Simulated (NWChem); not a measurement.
Species: C$_{4}$H$_{9}$O, doublet; SMILES CCC[CH]O

```xyz
14

C     -0.1939    -2.3792     0.1915
C     -0.3048    -0.9770    -0.3846
C      0.6401     0.0300     0.2883
C      0.5206     1.4210    -0.2130
O     -0.6585     2.0343     0.0853
H     -0.8835    -3.0785    -0.3059
H      0.8261    -2.7815     0.0773
H     -0.4309    -2.3887     1.2678
H     -1.3373    -0.6039    -0.2806
H     -0.0958    -0.9973    -1.4686
H      0.4397     0.0274     1.3762
H      1.6851    -0.3016     0.1631
H      1.0145     1.7213    -1.1475
H     -0.6819     2.8980    -0.3374
```
Atoms are numbered in this order, from 1.

Computed with NWChem. Spin-unrestricted. Geometry: optimised at PBE0/def2-SVP, spin-unrestricted. No stability test was run on the SCF state. Level: PBE/def2-SVP with SMD (1 M gas to 1 M solution), gas-phase geometry. Reactions with the solvent are ignored.

```json
[
 {"solvent": "water", "dielectric constant": "78.4", "solvation free energy (kcal/mol)": "-2.3", "cavity-dispersion-structure term (kcal/mol)": "3.7", "dipole in solution (D)": "1.72"},
 {"solvent": "chlorobenzene", "dielectric constant": "5.70", "solvation free energy (kcal/mol)": "-4.5", "cavity-dispersion-structure term (kcal/mol)": "-1.9", "dipole in solution (D)": "1.52"},
 {"solvent": "1-octanol", "dielectric constant": "9.86", "solvation free energy (kcal/mol)": "-4.9", "cavity-dispersion-structure term (kcal/mol)": "0.3", "dipole in solution (D)": "1.67"},
 {"solvent": "cyclohexanone", "dielectric constant": "15.6", "solvation free energy (kcal/mol)": "-4.0", "cavity-dispersion-structure term (kcal/mol)": "-1.0", "dipole in solution (D)": "1.55"},
 {"solvent": "2-propanol", "dielectric constant": "19.3", "solvation free energy (kcal/mol)": "-5.6", "cavity-dispersion-structure term (kcal/mol)": "-0.3", "dipole in solution (D)": "1.69"},
 {"solvent": "1,4-dioxane", "dielectric constant": "2.21", "solvation free energy (kcal/mol)": "-2.8", "cavity-dispersion-structure term (kcal/mol)": "-1.1", "dipole in solution (D)": "1.46"},
 {"solvent": "n-hexane", "dielectric constant": "1.88", "solvation free energy (kcal/mol)": "-3.6", "cavity-dispersion-structure term (kcal/mol)": "-2.2", "dipole in solution (D)": "1.44"}
]
```
